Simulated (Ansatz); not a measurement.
Breaking the As1–As2 bond in As2 (multiplicity 1 held). Energies count from the point at 2.104 Å.


Restricted levels (R-, RO-) in cc, def2 and unpolarised 6-31G sets keep to the state of the molecule at rest. U- levels take the lowest unrestricted solution at each point, which mixes spins at long bonds. Active spaces are followed from rest. Levels need not reach the same state.

Frozen-core correlation. Filled d and f shells under p-block atoms count as core.

Programs: Ansatz (an electronic-structure program) with Gaussian orbitals. 

Energies in kcal/mol.

```json
[
 {"R (Å)": "1.683", "R-r2SCAN/cc-pVTZ": "___", "U-B3LYP/cc-pVTZ": "109.3", "R-wB97X-V/cc-pVTZ": "99.2", "U-CCSD/cc-pVTZ": "114.5", "FIC-MRCISD+Q on CASSCF(10,8)/cc-pVTZ": "120.4"},
 {"R (Å)": "1.894", "R-r2SCAN/cc-pVTZ": "18.1", "U-B3LYP/cc-pVTZ": "19.6", "R-wB97X-V/cc-pVTZ": "13.9", "U-CCSD/cc-pVTZ": "20.4", "FIC-MRCISD+Q on CASSCF(10,8)/cc-pVTZ": "24.3"},
 {"R (Å)": "2.104", "R-r2SCAN/cc-pVTZ": "0.0", "U-B3LYP/cc-pVTZ": "0.0", "R-wB97X-V/cc-pVTZ": "0.0", "U-CCSD/cc-pVTZ": "0.0", "FIC-MRCISD+Q on CASSCF(10,8)/cc-pVTZ": "0.0"},
 {"R (Å)": "2.315", "R-r2SCAN/cc-pVTZ": "11.7", "U-B3LYP/cc-pVTZ": "10.5", "R-wB97X-V/cc-pVTZ": "17.1", "U-CCSD/cc-pVTZ": "9.2", "FIC-MRCISD+Q on CASSCF(10,8)/cc-pVTZ": "6.0"},
 {"R (Å)": "2.525", "R-r2SCAN/cc-pVTZ": "34.3", "U-B3LYP/cc-pVTZ": "29.4", "R-wB97X-V/cc-pVTZ": "46.3", "U-CCSD/cc-pVTZ": "25.5", "FIC-MRCISD+Q on CASSCF(10,8)/cc-pVTZ": "22.4"},
 {"R (Å)": "2.841", "R-r2SCAN/cc-pVTZ": "71.6", "U-B3LYP/cc-pVTZ": "53.1", "R-wB97X-V/cc-pVTZ": "94.2", "U-CCSD/cc-pVTZ": "46.1", "FIC-MRCISD+Q on CASSCF(10,8)/cc-pVTZ": "47.4"},
 {"R (Å)": "3.156", "R-r2SCAN/cc-pVTZ": "104.2", "U-B3LYP/cc-pVTZ": "70.3", "R-wB97X-V/cc-pVTZ": "137.9", "U-CCSD/cc-pVTZ": "59.0", "FIC-MRCISD+Q on CASSCF(10,8)/cc-pVTZ": "64.2"},
 {"R (Å)": "3.682", "R-r2SCAN/cc-pVTZ": "143.2", "U-B3LYP/cc-pVTZ": "85.2", "R-wB97X-V/cc-pVTZ": "194.8", "U-CCSD/cc-pVTZ": "67.0", "FIC-MRCISD+Q on CASSCF(10,8)/cc-pVTZ": "76.2"},
 {"R (Å)": "4.208", "R-r2SCAN/cc-pVTZ": "166.4", "U-B3LYP/cc-pVTZ": "90.3", "R-wB97X-V/cc-pVTZ": "234.3", "U-CCSD/cc-pVTZ": "68.9", "FIC-MRCISD+Q on CASSCF(10,8)/cc-pVTZ": "79.6"},
 {"R (Å)": "4.840", "R-r2SCAN/cc-pVTZ": "___", "U-B3LYP/cc-pVTZ": "92.1", "R-wB97X-V/cc-pVTZ": "266.0", "U-CCSD/cc-pVTZ": "69.5", "FIC-MRCISD+Q on CASSCF(10,8)/cc-pVTZ": "80.7"},
 {"R (Å)": "5.681", "R-r2SCAN/cc-pVTZ": "189.8", "U-B3LYP/cc-pVTZ": "92.6", "R-wB97X-V/cc-pVTZ": "292.1", "U-CCSD/cc-pVTZ": "69.8", "FIC-MRCISD+Q on CASSCF(10,8)/cc-pVTZ": "81.0"},
 {"R (Å)": "6.733", "R-r2SCAN/cc-pVTZ": "___", "U-B3LYP/cc-pVTZ": "92.7", "R-wB97X-V/cc-pVTZ": "311.0", "U-CCSD/cc-pVTZ": "69.8", "FIC-MRCISD+Q on CASSCF(10,8)/cc-pVTZ": "81.1"},
 {"R (Å)": "8.417", "R-r2SCAN/cc-pVTZ": "194.0", "U-B3LYP/cc-pVTZ": "92.7", "R-wB97X-V/cc-pVTZ": "327.6", "U-CCSD/cc-pVTZ": "69.9", "FIC-MRCISD+Q on CASSCF(10,8)/cc-pVTZ": "81.1"}
]
```

Some entries are withheld; supply them.


- 1.683, R-r2SCAN/cc-pVTZ: 106.1
- 4.840, R-r2SCAN/cc-pVTZ: 181.3
- 6.733, R-r2SCAN/cc-pVTZ: 193.0

Doubts at one or more of the structures used: a restricted determinant that unrestricted orbitals would lower (R-r2SCAN/cc-pVTZ, R-wB97X-V/cc-pVTZ); a spin-contaminated determinant (U-B3LYP/cc-pVTZ, U-CCSD/cc-pVTZ); T1 above 0.05 (U-CCSD/cc-pVTZ); the program's own flag: large difference (U-CCSD/cc-pVTZ).
